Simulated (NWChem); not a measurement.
C₂H₃Cl₂F; SMILES FC(Cl)(C)Cl

All runs: NWChem. The geometry was optimised at PBE0/def2-SVP. Level: M05-2X/def2-SVP with SMD (1 M gas to 1 M solution), gas-phase geometry.

```json
[
 {"solvent": "water", "dielectric constant": "78.4", "solvation free energy (kcal/mol)": "-0.4", "cavity-dispersion-structure term (kcal/mol)": "2.5", "dipole in solution (D)": "2.53"},
 {"solvent": "2-propanol", "dielectric constant": "19.3", "solvation free energy (kcal/mol)": "-4.6", "cavity-dispersion-structure term (kcal/mol)": "-1.7", "dipole in solution (D)": "2.50"},
 {"solvent": "anisole", "dielectric constant": "4.22", "solvation free energy (kcal/mol)": "-3.8", "cavity-dispersion-structure term (kcal/mol)": "-1.6", "dipole in solution (D)": "2.39"},
 {"solvent": "ethanol", "dielectric constant": "24.9", "solvation free energy (kcal/mol)": "-4.5", "cavity-dispersion-structure term (kcal/mol)": "-1.6", "dipole in solution (D)": "2.51"},
 {"solvent": "1-octanol", "dielectric constant": "9.86", "solvation free energy (kcal/mol)": "-4.1", "cavity-dispersion-structure term (kcal/mol)": "-1.4", "dipole in solution (D)": "2.47"}
]
```
